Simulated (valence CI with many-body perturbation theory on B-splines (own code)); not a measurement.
# Which ion has this spectrum?

A relativistic CI+MBPT calculation for an atom or ion with 6 electrons gives these levels (Ry):

```tsv
J	Parity	E	g
0	even	0.00	
1	even	124.86	1.47
2	even	126.20	1.13
2	odd	148.59	1.48
1	odd	155.42	1.11
2	even	253.03	1.29
0	even	257.94	
2	odd	271.24	1.54
3	odd	274.57	1.29
0	odd	279.56	
1	odd	281.32	1.30
2	odd	281.96	1.04
1	odd	282.32	1.29
2	even	307.06	1.30
```

The energies are calculated, and their last digits are not significant.

**Question.** Which is it?
A. Ir71+
B. W68+
C. Hg74+
D. Re69+

**Answer.** A. Ir71+, ground level (2s^2 2p1/2^2) J=0.
